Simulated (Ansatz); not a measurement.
Geometry optimisation, Ansatz 0.2.0, RKS PBE/def2-SVP.

input.yaml

```yaml
crystal:
  periodic: [false, false, false]
  atoms:
    - { symbol: Ta, position_ang: [-0.132934, -0.105422, -0.315362] }
    - { symbol: Cl, position_ang: [2.221639, 0.263028, -0.902155] }
    - { symbol: O, position_ang: [0.473666, -0.977413, 1.294837] }
    - { symbol: H, position_ang: [-0.074453, -1.6419, 1.756658] }
    - { symbol: O, position_ang: [-0.483169, -0.803566, -2.056381] }
    - { symbol: H, position_ang: [-1.074816, -1.536396, -2.307907] }
    - { symbol: O, position_ang: [-0.597699, 1.716746, -0.21394] }
    - { symbol: H, position_ang: [-0.116847, 2.176264, 0.536088] }
    - { symbol: F, position_ang: [-1.849976, -0.822935, 0.180915] }
    - { symbol: O, position_ang: [1.175032, 2.081238, 1.668388] }
    - { symbol: Si, position_ang: [1.325307, 2.027211, 3.366175] }
    - { symbol: H, position_ang: [1.795822, 0.677036, 3.823525] }
    - { symbol: H, position_ang: [2.289774, 3.077892, 3.842037] }
    - { symbol: H, position_ang: [-0.052573, 2.319022, 3.874119] }
    - { symbol: H, position_ang: [1.969227, 1.795095, 1.145004] }
basis:
  gaussian: { orbitals: def2-SVP }
hamiltonian:
  xc: pbe
relax:
  f_tol: 0.03
  max_steps: 50
output:
  orbitals: {}
```

Launched with:

```bash
$ ansatz run input.yaml --threads 4 --pin off --max-ram 5120MiB --backend cpu --events-out ev --progress --plain --runs-dir out
```

Where does it end, and by what steps?

It converged. The force dipped under the threshold on the way, but the program's further checks kept it going. After 16 steps the energy has fallen by 0.100 eV; H14 moved furthest, 1.13 Å.

| step | energy less start (eV) | largest force component (eV/Å) | accepted |
| --- | --- | --- | --- |
| 0 | 0.0000 | 0.506 | yes |
| 1 | -0.0323 | 0.307 | yes |
| 2 | -0.0501 | 0.206 | yes |
| 3 | -0.0582 | 0.127 | yes |
| 4 | -0.0666 | 0.162 | yes |
| 5 | -0.0720 | 0.175 | yes |
| 6 | -0.0774 | 0.215 | yes |
| 7 | -0.0825 | 0.224 | yes |
| 8 | -0.0845 | 0.161 | yes |
| 9 | -0.0883 | 0.182 | yes |
| 10 | -0.0914 | 0.158 | yes |
| 11 | -0.0942 | 0.120 | yes |
| 12 | -0.0968 | 0.127 | yes |
| 13 | -0.0979 | 0.134 | yes |
| 14 | -0.0989 | 0.067 | yes |
| 15 | -0.0998 | 0.025 | yes |
| 16 | -0.1001 | 0.017 | yes |

```xyz
15
Properties=species:S:1:pos:R:3
Ta -0.309 -0.384 -0.350
Cl 2.049 0.203 -0.427
O 0.214 -1.713 0.942
H -0.406 -2.395 1.260
O -0.420 -0.514 -2.248
H -0.686 -1.209 -2.874
O -0.774 1.308 0.300
H -0.225 1.804 0.991
F -2.056 -1.163 -0.198
O 1.117 2.207 1.840
Si 1.571 2.521 3.448
H 1.753 1.248 4.229
H 2.849 3.313 3.485
H 0.443 3.322 4.022
H 1.748 1.698 1.273
```

Whether the end is a true minimum wasn't checked by a vibrational analysis.

The run took 64 s on 4 threads of Arm Neoverse V1, with other jobs on the host, peak memory 0.28 GiB.
